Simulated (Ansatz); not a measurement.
Geometry optimisation, RKS r2SCANh/def2-SVP (Ansatz).

Input:

```yaml
crystal:
  periodic: [false, false, false]
  atoms:
    - { symbol: Al, position_ang: [-1.207886, 0.279631, -1.690074] }
    - { symbol: Cl, position_ang: [0.96474, 0.261007, -2.060486] }
    - { symbol: H, position_ang: [-1.952122, -1.068993, -2.012314] }
    - { symbol: H, position_ang: [-1.825941, 1.690112, -1.376835] }
    - { symbol: H, position_ang: [-0.083766, -0.436378, 1.565138] }
    - { symbol: O, position_ang: [-1.002927, -0.624556, 1.320543] }
    - { symbol: H, position_ang: [2.082667, 0.089205, 0.311961] }
    - { symbol: O, position_ang: [2.059823, 0.219185, 1.271201] }
    - { symbol: H, position_ang: [-1.047054, -1.58755, 1.317426] }
    - { symbol: H, position_ang: [2.012566, 1.178437, 1.353239] }
basis:
  gaussian: { orbitals: def2-SVP }
hamiltonian:
  xc: r2scanh
relax:
  f_tol: 0.03
  max_steps: 50
```

Run as:

```bash
$ ansatz run input.yaml --threads 2 --pin off --max-ram 3072MiB --backend cpu --events-out ev --progress --plain --runs-dir out
```

Problem. Where does it end, and by what steps?

Solution. It converged. After 16 steps the energy has fallen by 1.384 eV; H4 moved furthest, 0.72 Å. Joined: Al1–O6.

| step | energy less start (eV) | largest force component (eV/Å) | accepted |
| --- | --- | --- | --- |
| 0 | 0.0000 | 0.915 | yes |
| 1 | -0.2476 | 0.943 | yes |
| 2 | -0.6038 | 1.434 | yes |
| 3 | -1.0899 | 0.790 | yes |
| 4 | -1.1755 | 2.324 | yes |
| 5 | -1.3438 | 0.494 | yes |
| 6 | -1.3646 | 0.155 | yes |
| 7 | -1.3739 | 0.124 | yes |
| 8 | -1.3758 | 0.035 | yes |
| 9 | -1.3785 | 0.053 | yes |
| 10 | -1.3803 | 0.115 | yes |
| 11 | -1.3816 | 0.061 | yes |
| 12 | -1.3829 | 0.072 | yes |
| 13 | -1.3837 | 0.067 | yes |
| 14 | -1.3842 | 0.032 | yes |
| 15 | -1.3842 | 0.031 | yes |
| 16 | -1.3843 | 0.021 | yes |

```xyz
10
Properties=species:S:1:pos:R:3
Al -1.041 0.088 -1.082
Cl 1.009 -0.195 -1.837
H -2.073 -0.961 -1.674
H -1.347 1.626 -0.849
H 0.127 -0.254 1.075
O -0.776 -0.562 0.713
H 1.797 0.216 0.239
O 1.558 0.303 1.184
H -0.864 -1.511 0.864
H 1.610 1.250 1.366
```

Time of the run: 50 s on 2 threads of Arm Neoverse V2, with other jobs on the host, peak memory 0.21 GiB.
